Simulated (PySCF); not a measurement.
Compound: C₃H₃F₂O₂ (charge +1).
SMILES with atom numbers: `[O+:1]#[C:2][CH2:3][O:4][CH:5]([F:6])[F:7]` (hydrogens: H8, H9 on C3; H10 on C5)

Structure used (PBE0-D3(BJ)/def2-SVP), in Å, numbered top down from 1:
```
atom  x, y, z in Å
O1     2.148   -0.610    1.433
C2     1.539   -0.178    0.607
C3     0.783    0.386   -0.541
O4    -0.284   -0.419   -0.863
C5    -1.364   -0.314    0.010
F6    -0.902   -0.601    1.245
F7    -1.811    0.929    0.031
H8     1.504    0.413   -1.380
H9     0.528    1.429   -0.255
H10   -2.130   -1.032   -0.313
```

Method: PySCF 2.14.0, PBE0-D3(BJ)/def2-SVP geometry optimisation, gas phase.

Take the most abundant isotopes and a rigid rotor. The values belong to one conformer with, in the numbering `[O+:1]#[C:2][CH2:3][O:4][CH:5]([F:6])[F:7]`, C2–C3–O4–C5 76°, C3–O4–C5–F6 -57°.

Question: What are A, B and C (MHz)?

Answer: Ia = 95.54, Ib = 259.24, Ic = 304.00 u·Å²; 505379 MHz·u·Å²/I gives A = 5290, B = 1949, C = 1662 MHz.

Question: What kind of rotor is it?

Answer: An asymmetric top: κ = (2 × 1949 − 5290 − 1662)/(5290 − 1662) = -0.84.

Question: What does the inertial defect say?

Answer: Not planar: Δ = Ic − Ia − Ib = -50.78 u·Å². For a rigid frame Δ = −2 Σ m c², so Σ m c² = 25.39 u·Å² lies off the ab plane: 3.20 from hydrogen and 22.19 from heavier atoms. The atom farthest from that plane is 1.26 Å away.

Question: Where do the levels up to J = 2 lie, in MHz?

Answer: Above 0(0,0):
J = 1: 1(0,1) 3612, 1(1,1) 6952, 1(1,0) 7239
J = 2: 2(0,2) 10818, 2(1,2) 13889, 2(1,1) 14750, 2(2,1) 24771, 2(2,0) 24789

Question: Predict some low-J microwave lines.

Answer: The dipole components (about the centre of mass, as the species is charged) are |μa| = 3.98 D, |μb| = 2.94 D, |μc| = 0.47 D. Intensities carry the squares of the components, which stand as 1.00 : 0.55 : 0.01 (a : b : c). Some lines, for components of 0.1 D or more:

| type | branch | J(Ka,Kc) | MHz | lower level (cm⁻¹) |
| --- | --- | --- | --- | --- |
| b | R | 3(1,2) ← 2(2,1) | 1234 | 0.826 |
| a | Q | 3(1,2) ← 3(1,3) | 1722 | 0.810 |
| c | Q | 4(1,4) ← 4(0,4) | 2266 | 1.196 |
| a | Q | 4(1,3) ← 4(1,4) | 2866 | 1.272 |
| b | Q | 1(1,0) ← 1(0,1) | 3627 | 0.120 |
| b | Q | 3(1,2) ← 3(0,3) | 4422 | 0.720 |
| b | R | 1(1,1) ← 0(0,0) | 6952 | 0.000 |
| b | Q | 2(2,0) ← 2(1,1) | 10039 | 0.492 |
| b | R | 2(1,2) ← 1(0,1) | 10277 | 0.120 |
| a | R | 3(2,2) ← 2(2,1) | 10836 | 0.826 |
| b | Q | 2(2,1) ← 2(1,2) | 10882 | 0.463 |
| b | Q | 3(2,2) ← 3(1,3) | 11323 | 0.810 |
| b | R | 3(1,3) ← 2(0,2) | 13465 | 0.361 |
| a | R | 4(1,3) ← 3(1,2) | 14984 | 0.867 |
| b | Q | 4(3,2) ← 4(2,3) | 17477 | 1.669 |
| c | R | 2(2,0) ← 1(1,0) | 17549 | 0.241 |
| c | R | 2(2,1) ← 1(1,1) | 17819 | 0.232 |
| b | R | 2(2,0) ← 1(1,1) | 17836 | 0.232 |
| c | R | 4(1,3) ← 3(0,3) | 19406 | 0.720 |
| c | R | 3(2,1) ← 2(1,1) | 20945 | 0.492 |
| c | R | 3(3,0) ← 2(2,0) | 28248 | 0.827 |
| b | R | 4(3,2) ← 3(2,1) | 31823 | 1.191 |
| c | R | 4(3,2) ← 3(2,2) | 31911 | 1.188 |

Question: Estimate the classical rotational partition function at 100 K, 298.15 K and 500 K.

Answer: Point group C1, symmetry number σ = 1; q = (√π/σ)·√((kT/h)³/(ABC)), k/h = 20836.6 MHz/K: 40700 at 100 K, 210000 at 298.15 K, 455000 at 500 K.

Whether it is a minimum is left open (no frequencies). These are rigid-rotor constants of the computed structure; measured ground-state constants (B0) also hold zero-point vibration.
